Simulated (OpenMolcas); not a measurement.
# 5d2 along the 70-electron sequence

| Item | Value |
| --- | --- |
| Program | OpenMolcas 26.06 |
| Method | RASSCF |
| Basis | ANO-R2 |
| Scalar Hamiltonian | X2C, finite nucleus |
| Spin-orbit coupling | state interaction with AMFI integrals over the reference wave functions, term energies averaged over their components |

Active space for each ion: 8 electrons in 8 orbitals (RAS1 5p, at most 2 holes; RAS2 5d).

Computed levels in cm-1 above 3F2:

| Level | Hf2+ | Ta3+ | W4+ | Re5+ | Os6+ | Ir7+ |
| --- | --- | --- | --- | --- | --- | --- |
| 3F3 | 3808 | 5181 | 7063 | 8635 | 10742 | 13013 |
| 3F4 | 7439 | 9908 | 13134 | 15819 | 19228 | 22784 |
| 3P0 | 10837 | 12682 | 14323 | 15973 | 17470 | 18932 |
| 3P1 | 12845 | 15535 | 18441 | 21141 | 24152 | 27294 |
| 3P2 | 16909 | 21140 | 26102 | 30540 | 35835 | 41428 |
| 1G4 | 17864 | 21845 | 26152 | 30191 | 34763 | 39619 |
| 1S0 | 34316 | 41151 | 47788 | 54343 | 61114 | 68144 |
| weight of 3F in the lowest level (%) | 94 | 92 | 91 | 90 | 88 | 87 |

Mixed levels, with the weight of the term that names them: Hf2+ 3P2 (65 %), Ta3+ 3P2 (62 %), W4+ 3P2 (59 %), Re5+ 3P2 (58 %), Os6+ 3P2 (56 %), Ir7+ 3P2 (55 %).

Measured, with the error of the calculation in %. Measured levels: W4+ from the list in J. Phys. B 45, 065001 (2012); Os6+, Ir7+ from van het Hof, Joshi, Wyart and Sugar, J. Res. Natl. Inst. Stand. Technol. 100, 687 (1995).

| Level | W4+ | Os6+ | Ir7+ |
| --- | --- | --- | --- |
| 3F3 |  | 10308 (+4.2) | 12672 (+2.7) |
| 3F4 | 11519 (+14.0) |  | 21615 (+5.4) |
| 3P0 | 12839 (+11.6) | 15837 (+10.3) | 17254 (+9.7) |
| 3P1 | 16331 (+12.9) | 22098 (+9.3) | 25221 (+8.2) |
| 3P2 | 22615 (+15.4) | 33127 (+8.2) | 38878 (+6.6) |
| 1G4 | 22346 (+17.0) | 31274 (+11.2) | 36253 (+9.3) |
| 1S0 | 43110 (+10.9) | 57710 (+5.9) | 65022 (+4.8) |

The fine-structure level 3F4 changes by a factor of 3.06 from Hf2+ to Ir7+. Its fourth root runs 9.29, 9.98, 10.71, 11.21, 11.78, 12.29, with steps per unit of Z of 0.69, 0.73, 0.51, 0.56, 0.51; equal steps would mean a (Z - σ)^4 law with constant σ.

3P0 changes by a factor of 1.75 over the same range, with steps per unit of Z of +1840, +1640, +1650, +1500, +1460 cm-1.

Without dynamic correlation excited terms often stand tens of per cent too high (terms of higher spin than the ground term too low), and those without a measured partner can miss by more than the paired ones. Active for correlation alone: 5p; no level in the range computed is led by a configuration that opens it, so any true level of that kind is missing. Measured partners are found by configuration, term and J. A level has none where our copy of the source lacks it or the pairing is in doubt (some pairs that miss far off the trend of their configuration count as doubtful), and it then counts in no deviation. Levels of configurations outside the active space are missing.
